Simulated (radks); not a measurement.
Values are calculated unless marked as measured or tabulated.
Task: Dipole-allowed excitations along the series with 18 electrons in [Ar]. Level of theory: scalar-relativistic Kohn-Sham, LB94 model potential, spin-unpolarised, spherical densities, finite nucleus; Fermi nuclear charge, rms radius of each element as measured or else 0.836 A^(1/3) + 0.57 fm (a radial shooting solver on a logarithmic mesh with Libxc functionals). Time-dependent linear response with the Hartree and adiabatic LDA kernel, continuum included through the Sternheimer equations, no spin-orbit coupling, so fine structure and intercombination lines are absent. Lines are the poles of the dipole polarisability below minus the highest occupied eigenvalue, found on a grid refined at the orbital gaps; the lowest seven at most are given, and weak or close lines can be missed. The first line takes the name of the lowest orbital gap if no other gap lies below it; otherwise a line is named after a gap within 0.6 % of it, if that gap stands alone.

species  -e(HOMO) (eV)  lowest orbital gap (eV)  first line (eV)     f  strongest line (eV)  its f  static alpha (bohr^3)
Nb23+           1179.3             3p-3d 123.56   156.52 (3p-3d)  1.41       622.93 (3p-4d)   1.87                0.05049
Tc25+           1358.9             3p-3d 134.12   169.18 (3p-3d)  1.34       710.79 (3p-4d)   1.95                0.04080

Estimate the first line of Mo24+, its oscillator strength and the static polarisability.

Result: 162.79 eV (3p-3d), f = 1.37, alpha = 0.04531 bohr^3.
